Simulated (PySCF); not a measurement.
C3H7FSi, SMILES FC1C[SiH2]C1.

Coordinates come from a ωB97X-D3(BJ)/def2-SVP optimisation. The structure was generated by enumeration, and PubChem lists no compound with its InChIKey, so it may never have been made.

Two levels are set side by side: TDDFT-PBE/def2-SVPD (PySCF) and TDDFT-ωB97X/def2-SVPD (PySCF). Vertical, same geometry. The lowest singlet is HOMO→LUMO 98 % with PBE and HOMO−1→LUMO 81 % with the other functional; states are paired by order. Differences are taken from unrounded values.

```csv
quantity,TDDFT-PBE
lowest singlet excitation (eV),6.69
lowest triplet excitation (TDA) (eV),6.27
first bright state (f over 0.05) (eV),7.04
its oscillator strength,0.05
```

Problem. These are the TDDFT-PBE values. What does TDDFT-ωB97X give? (An estimate is asked for; the answer gives what the named calculation found.)

Solution. 
```tsv
quantity	TDDFT-ωB97X	TDDFT-PBE minus TDDFT-ωB97X
lowest singlet excitation (eV)	7.99	-1.30
lowest triplet excitation (TDA) (eV)	7.26	-0.98
first bright state (f over 0.05) (eV)	8.20	-1.16
its oscillator strength	0.14	-0.09
```

A lower first singlet is the usual sign of a functional without exact exchange. Differences between two approximate levels are no errors against the true value.

Rough cost on one machine, each run with all the roots and properties that it gave: TDDFT-ωB97X against TDDFT-PBE about 9 times.
